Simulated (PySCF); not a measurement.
**Ce(III) with more and more NH2**

Computed with PySCF 2.14.0, PBE0, def2-SVP on the ligands, density fitting, scalar-relativistic core potentials, no spin-orbit coupling, vacuum. The metal has lcecp-1-SVP with ECP47. Each complex is relaxed within the symmetry of its template. Distances are means of the shortest metal–ligand contacts, charges and spins Mulliken's; removal energies are rigid, with the ligand's formal charge and no counterpoise, so too large; for an anion taken off a cation in vacuum most of it is the attraction of opposite charges, and multiply charged cations can part far more cheaply with an electron moved from ligand to metal. lcecp potentials hold a fixed number of 4f electrons in the core, out of states, spins and gaps.

Question: Order these by the metal–ligand distance, lowest first.
A. [Ce(NH2)2]+
B. [Ce(NH2)4]−
C. Ce(NH2)3

Answer: A (2.171), C (2.280), B (2.370).

Question: What else do they give?

Answer: 
```
    complex  point group  M–NH2 (Å)  charge on M (e)  dipole (D)  removal of one NH2 (eV)  strongest infrared band, degenerate modes summed (cm⁻¹)  unstable modes (below −25 cm⁻¹)
[Ce(NH2)2]+          C2v      2.171             1.29           –                    16.39                                                      630                                0
   Ce(NH2)3   nearly C3v      2.280             0.99        0.53                    10.11                                                        –                        not given
[Ce(NH2)4]−           S4      2.370             0.73           –                     5.00                                                      436                                0
```

The more ligands, the longer each bond and the weaker the last ligand is held.

Moved off a saddle point of the template and relaxed again: [Ce(NH2)2]+, Ce(NH2)3, [Ce(NH2)4]−. One start shape was tried for each, so a minimum needn't be the lowest isomer.
